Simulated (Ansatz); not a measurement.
Ansatz (a first-principles code) input for C₂H₁₀ClNSi₂, SMILES [SiH3][C@@H](N)[Si@H](C)Cl, PBE0-D3(BJ)/def2-SVP. 

Ansatz 0.2 input:
```yaml
crystal:
  periodic: [false, false, false]
  atoms:
    - {symbol: C, position_ang: [2.15007955, -0.96606089, -0.61692660]}
    - {symbol: Si, position_ang: [0.94541762, 0.47599321, -0.38735152]}
    - {symbol: Cl, position_ang: [0.89415711, 1.00108069, 1.57699282]}
    - {symbol: C, position_ang: [-0.85145600, 0.05442712, -0.90772133]}
    - {symbol: N, position_ang: [-1.80208518, 1.13487200, -0.60358243]}
    - {symbol: Si, position_ang: [-1.61492373, -1.53680682, -0.16304164]}
    - {symbol: H, position_ang: [2.18113675, -1.29171689, -1.65126369]}
    - {symbol: H, position_ang: [3.15771717, -0.67859680, -0.33133304]}
    - {symbol: H, position_ang: [1.86596314, -1.82025781, -0.00900033]}
    - {symbol: H, position_ang: [1.39830462, 1.67183899, -1.11258730]}
    - {symbol: H, position_ang: [-0.86894823, -0.06416118, -1.99625670]}
    - {symbol: H, position_ang: [-1.54755520, 1.99253147, -1.08342102]}
    - {symbol: H, position_ang: [-1.79186386, 1.33290292, 0.39118902]}
    - {symbol: H, position_ang: [-3.00145428, -1.62810403, -0.61100660]}
    - {symbol: H, position_ang: [-0.83829069, -2.69254707, -0.62518846]}
    - {symbol: H, position_ang: [-1.55974007, -1.46317220, 1.29845903]}
basis:
  gaussian:
    orbitals: def2-SVP
hamiltonian:
  xc: pbe0
  dispersion: d3bj
relax: {f_tol: 0.002, max_steps: 200}
```

Program output:

```
WARN ansatz: RAYON_NUM_THREADS=2 ignored (pool sized by the plan → 2); use --threads N
Functional definition: PBE0
integrals: 0.14 GiB planned
1553 factors; integrals over basis functions are off by at most 6.6e-4 eV
mean field: 0.99 GiB planned
mean field evaluation 1: about -31971.2609 eV, gradient 6.0e1 eV
mean field evaluation 2: about -31966.4247 eV, gradient 7.4e1 eV
mean field evaluation 4: about -31979.5923 eV, gradient 3.2e0 eV
mean field evaluation 8: about -31979.6364 eV, gradient 1.1e-1 eV
mean field evaluation 16: about -31979.6364 eV, gradient 2.8e-5 eV
mean field -31979.63643781 eV, -1175.2299625134 hartree, gradient 2.8e-5 eV, S^2 0.000000; 0 other end points of the search recorded, 0 dependent functions left out
the calculation of the forces begins
reference -31979.63647052 eV, -1175.2299637156 hartree; 37, 37 occupied and 109, 109 virtual orbitals, 1553 factors
relax step   1: F+E_penalty+E_count = -31980.05990808 eV  Δ(F+E_penalty+E_count) = +0.000e0 eV  max|allowed force component| = 1.240e0 eV/Å  Δτ_max = 0.0000 Å  (27 SCF iters, accepted)
these checks for a lower state are left out or cut short: starts, cluster_reference, orbital_swaps, neighbouring_geometries, increment
integrals: 0.14 GiB planned
1553 factors; integrals over basis functions are off by at most 7.1e-4 eV
mean field: 0.99 GiB planned
mean field -31979.74626537 eV, -1175.2339986017 hartree, gradient 8.0e-5 eV, S^2 0.000000; 0 other end points of the search recorded, 0 dependent functions left out
the calculation of the forces begins
[...]
these checks for a lower state are left out or cut short: starts, cluster_reference, orbital_swaps, neighbouring_geometries, increment
integrals: 0.14 GiB planned
1553 factors; integrals over basis functions are off by at most 7.3e-4 eV
mean field: 1.00 GiB planned
mean field -31979.76055109 eV, -1175.2345235923 hartree, gradient 7.5e-5 eV, S^2 0.000000; 0 other end points of the search recorded, 0 dependent functions left out
the calculation of the forces begins
reference -31979.76058387 eV, -1175.2345247970 hartree; 37, 37 occupied and 109, 109 virtual orbitals, 1553 factors
relax step   5: F+E_penalty+E_count = -31980.18666824 eV  Δ(F+E_penalty+E_count) = -2.108e-3 eV  max|allowed force component| = 4.030e-2 eV/Å  Δτ_max = 0.0510 Å  (24 SCF iters, accepted)
these checks for a lower state are left out or cut short: starts, cluster_reference, orbital_swaps, neighbouring_geometries, increment
integrals: 0.14 GiB planned
1553 factors; integrals over basis functions are off by at most 7.1e-4 eV
mean field: 1.00 GiB planned
mean field -31979.76308077 eV, -1175.2346165565 hartree, gradient 8.0e-5 eV, S^2 0.000000; 0 other end points of the search recorded, 0 dependent functions left out
the calculation of the forces begins
reference -31979.76311361 eV, -1175.2346177631 hartree; 37, 37 occupied and 109, 109 virtual orbitals, 1553 factors
relax step   6: F+E_penalty+E_count = -31980.18870868 eV  Δ(F+E_penalty+E_count) = -2.040e-3 eV  max|allowed force component| = 5.876e-2 eV/Å  Δτ_max = 0.0990 Å  (25 SCF iters, accepted)
these checks for a lower state are left out or cut short: starts, cluster_reference, orbital_swaps, neighbouring_geometries, increment
integrals: 0.14 GiB planned
1553 factors; integrals over basis functions are off by at most 6.9e-4 eV
mean field: 1.00 GiB planned
mean field -31979.76524714 eV, -1175.2346961689 hartree, gradient 7.7e-5 eV, S^2 0.000000; 0 other end points of the search recorded, 0 dependent functions left out
the calculation of the forces begins
reference -31979.76528000 eV, -1175.2346973766 hartree; 37, 37 occupied and 109, 109 virtual orbitals, 1553 factors
relax step   7: F+E_penalty+E_count = -31980.19031706 eV  Δ(F+E_penalty+E_count) = -1.608e-3 eV  max|allowed force component| = 6.289e-2 eV/Å  Δτ_max = 0.0892 Å  (25 SCF iters, accepted)
these checks for a lower state are left out or cut short: starts, cluster_reference, orbital_swaps, neighbouring_geometries, increment
integrals: 0.14 GiB planned
1553 factors; integrals over basis functions are off by at most 6.9e-4 eV
mean field: 0.99 GiB planned
mean field -31979.76616767 eV, -1175.2347299979 hartree, gradient 1.9e-5 eV, S^2 0.000000; 0 other end points of the search recorded, 0 dependent functions left out
the calculation of the forces begins
reference -31979.76620053 eV, -1175.2347312054 hartree; 37, 37 occupied and 109, 109 virtual orbitals, 1553 factors
relax step   8: F+E_penalty+E_count = -31980.19103846 eV  Δ(F+E_penalty+E_count) = -7.214e-4 eV  max|allowed force component| = 4.699e-2 eV/Å  Δτ_max = 0.0199 Å  (23 SCF iters, accepted)
these checks for a lower state are left out or cut short: starts, cluster_reference, orbital_swaps, neighbouring_geometries, increment
integrals: 0.14 GiB planned
1553 factors; integrals over basis functions are off by at most 6.7e-4 eV
mean field: 0.99 GiB planned
mean field -31979.76590521 eV, -1175.2347203526 hartree, gradient 7.5e-5 eV, S^2 0.000000; 0 other end points of the search recorded, 0 dependent functions left out
the calculation of the forces begins
reference -31979.76593801 eV, -1175.2347215581 hartree; 37, 37 occupied and 109, 109 virtual orbitals, 1553 factors
relax step   9: F+E_penalty+E_count = -31980.19140162 eV  Δ(F+E_penalty+E_count) = -3.632e-4 eV  max|allowed force component| = 5.507e-2 eV/Å  Δτ_max = 0.0417 Å  (25 SCF iters, accepted)
these checks for a lower state are left out or cut short: starts, cluster_reference, orbital_swaps, neighbouring_geometries, increment
integrals: 0.14 GiB planned
1553 factors; integrals over basis functions are off by at most 6.6e-4 eV
mean field: 0.99 GiB planned
mean field evaluation 64: about -31979.7670 eV, gradient 7.4e-5 eV
mean field -31979.76699724 eV, -1175.2347604838 hartree, gradient 7.4e-5 eV, S^2 0.000000; 0 other end points of the search recorded, 0 dependent functions left out
the calculation of the forces begins
reference -31979.76703005 eV, -1175.2347616898 hartree; 37, 37 occupied and 109, 109 virtual orbitals, 1553 factors
relax step  10: F+E_penalty+E_count = -31980.19186238 eV  Δ(F+E_penalty+E_count) = -4.608e-4 eV  max|allowed force component| = 2.184e-2 eV/Å  Δτ_max = 0.0313 Å  (26 SCF iters, accepted)
these checks for a lower state are left out or cut short: starts, cluster_reference, orbital_swaps, neighbouring_geometries, increment
integrals: 0.14 GiB planned
1553 factors; integrals over basis functions are off by at most 6.6e-4 eV
mean field: 0.99 GiB planned
mean field -31979.76734969 eV, -1175.2347734363 hartree, gradient 7.0e-6 eV, S^2 0.000000; 0 other end points of the search recorded, 0 dependent functions left out
the calculation of the forces begins
reference -31979.76738251 eV, -1175.2347746422 hartree; 37, 37 occupied and 109, 109 virtual orbitals, 1553 factors
relax step  11: F+E_penalty+E_count = -31980.19197865 eV  Δ(F+E_penalty+E_count) = -1.163e-4 eV  max|allowed force component| = 1.115e-2 eV/Å  Δτ_max = 0.0220 Å  (24 SCF iters, accepted)
these checks for a lower state are left out or cut short: starts, cluster_reference, orbital_swaps, neighbouring_geometries, increment
integrals: 0.14 GiB planned
1553 factors; integrals over basis functions are off by at most 6.5e-4 eV
mean field: 0.99 GiB planned
mean field -31979.76741123 eV, -1175.2347756979 hartree, gradient 9.8e-6 eV, S^2 0.000000; 0 other end points of the search recorded, 0 dependent functions left out
the calculation of the forces begins
reference -31979.76744404 eV, -1175.2347769034 hartree; 37, 37 occupied and 109, 109 virtual orbitals, 1553 factors
relax step  12: F+E_penalty+E_count = -31980.19203676 eV  Δ(F+E_penalty+E_count) = -5.811e-5 eV  max|allowed force component| = 1.029e-2 eV/Å  Δτ_max = 0.0097 Å  (23 SCF iters, accepted)
these checks for a lower state are left out or cut short: starts, cluster_reference, orbital_swaps, neighbouring_geometries, increment
integrals: 0.14 GiB planned
1553 factors; integrals over basis functions are off by at most 6.5e-4 eV
mean field: 0.99 GiB planned
mean field -31979.76731414 eV, -1175.2347721296 hartree, gradient 2.6e-5 eV, S^2 0.000000; 0 other end points of the search recorded, 0 dependent functions left out
the calculation of the forces begins
reference -31979.76734692 eV, -1175.2347733346 hartree; 37, 37 occupied and 109, 109 virtual orbitals, 1553 factors
relax step  13: F+E_penalty+E_count = -31980.19205533 eV  Δ(F+E_penalty+E_count) = -1.857e-5 eV  max|allowed force component| = 5.083e-3 eV/Å  Δτ_max = 0.0088 Å  (22 SCF iters, accepted)
these checks for a lower state are left out or cut short: starts, cluster_reference, orbital_swaps, neighbouring_geometries, increment
integrals: 0.14 GiB planned
1553 factors; integrals over basis functions are off by at most 6.5e-4 eV
mean field: 0.99 GiB planned
mean field -31979.76734213 eV, -1175.2347731584 hartree, gradient 6.2e-5 eV, S^2 0.000000; 0 other end points of the search recorded, 0 dependent functions left out
the calculation of the forces begins
reference -31979.76737492 eV, -1175.2347743633 hartree; 37, 37 occupied and 109, 109 virtual orbitals, 1553 factors
relax step  14: F+E_penalty+E_count = -31980.19206043 eV  Δ(F+E_penalty+E_count) = -5.100e-6 eV  max|allowed force component| = 2.968e-3 eV/Å  Δτ_max = 0.0036 Å  (20 SCF iters, accepted)
these checks for a lower state are left out or cut short: starts, cluster_reference, orbital_swaps, neighbouring_geometries, increment
integrals: 0.14 GiB planned
1553 factors; integrals over basis functions are off by at most 6.5e-4 eV
mean field: 0.99 GiB planned
mean field -31979.76734138 eV, -1175.2347731308 hartree, gradient 2.1e-5 eV, S^2 0.000000; 0 other end points of the search recorded, 0 dependent functions left out
the calculation of the forces begins
reference -31979.76737416 eV, -1175.2347743357 hartree; 37, 37 occupied and 109, 109 virtual orbitals, 1553 factors
relax step  15: F+E_penalty+E_count = -31980.19206214 eV  Δ(F+E_penalty+E_count) = -1.717e-6 eV  max|allowed force component| = 1.130e-3 eV/Å  Δτ_max = 0.0010 Å  (19 SCF iters, accepted)
integrals: 0.14 GiB planned
1553 factors; integrals over basis functions are off by at most 6.5e-4 eV
mean field: 0.99 GiB planned
mean field evaluation 96: about -31979.7275 eV, gradient 3.1e0 eV
mean field -31979.76734138 eV, -1175.2347731308 hartree, gradient 2.1e-5 eV, S^2 0.000000; 1 other end points of the search recorded, 0 dependent functions left out
the calculation of the forces begins
reference -31979.76737416 eV, -1175.2347743357 hartree; 37, 37 occupied and 109, 109 virtual orbitals, 1553 factors
Total energy: -31980.19209493 eV, -1175.2503825359 hartree
Atom 0 at     2.151572    -0.954030    -0.705808 Å, force    -0.000549    -0.000300     0.000551 eV/Å
Atom 1 at     0.927134     0.418590    -0.390030 Å, force     0.000971    -0.000040    -0.000774 eV/Å
Atom 2 at     0.873988     0.819722     1.660854 Å, force    -0.000037    -0.000092     0.000008 eV/Å
Atom 3 at    -0.858467     0.059469    -0.879005 Å, force    -0.001130     0.000399     0.000377 eV/Å
Atom 4 at    -1.769477     1.174615    -0.587393 Å, force     0.000170    -0.000466    -0.000860 eV/Å
Atom 5 at    -1.624903    -1.503985    -0.124707 Å, force     0.000565    -0.000029    -0.000193 eV/Å
Atom 6 at     2.176954    -1.204957    -1.778474 Å, force     0.000069     0.000169    -0.000042 eV/Å
Atom 7 at     3.163698    -0.649582    -0.399555 Å, force     0.000093     0.000133     0.000091 eV/Å
Atom 8 at     1.877937    -1.860327    -0.145325 Å, force     0.000238     0.000043    -0.000081 eV/Å
Atom 9 at     1.359174     1.692139    -1.043937 Å, force     0.000045     0.000264     0.000022 eV/Å
Atom 10 at    -0.866006    -0.133850    -1.969400 Å, force    -0.000118    -0.000297     0.000133 eV/Å
Atom 11 at    -1.508671     2.009577    -1.110524 Å, force     0.000091     0.000476     0.000373 eV/Å
Atom 12 at    -1.700704     1.424093     0.399246 Å, force     0.000025    -0.000028     0.000219 eV/Å
Atom 13 at    -2.911414    -1.819379    -0.811988 Å, force    -0.000200     0.000029     0.000012 eV/Å
Atom 14 at    -0.693187    -2.666763    -0.275395 Å, force     0.000179    -0.000565    -0.000361 eV/Å
Atom 15 at    -1.881170    -1.283110     1.329403 Å, force    -0.000412     0.000305     0.000526 eV/Å
Dipole moment:     0.234344     0.006334    -0.374844 e Å
```

Self-consistency was reached.

Cost: around 2.0 core-minutes (rough).
